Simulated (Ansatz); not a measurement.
Gas-phase reaction R1 → 3 P1, each structure at its B3LYP-D3(BJ)/def2-TZVP stationary point, reached from a drawn start (curvature not checked).
R1, O3 (SMILES O=[O+][O-]) (charge 0, multiplicity 1):
```xyz
3

O      0.0000     1.0761    -0.2143
O      0.0000     0.0000     0.4286
O      0.0000    -1.0761    -0.2143
```
P1: O atom, charge 0, multiplicity 3.

P less R. No zero-point or thermal terms; singlets are restricted closed shells; open shells are unrestricted; no spin–orbit coupling.

Cores are frozen in the correlated methods.

Run with Ansatz (Gaussian basis) for Hartree–Fock, density functionals and correlated methods. All values are computed, each at the level named.

Q: What is the computed reaction energy (CCSD(T)/cc-pVQZ)?

A: 138.7 kcal/mol

Q: Give the reaction energy at the level MP2/cc-pVDZ.

A: 135.2 kcal/mol

Q: Give the reaction energy at the level revPBE/def2-TZVPP.

A: 167.5 kcal/mol

Doubts at one or more of the structures used: other coupled-cluster roots may lie near (CCSD(T)/cc-pVQZ).

Ansatz is a first-principles code.
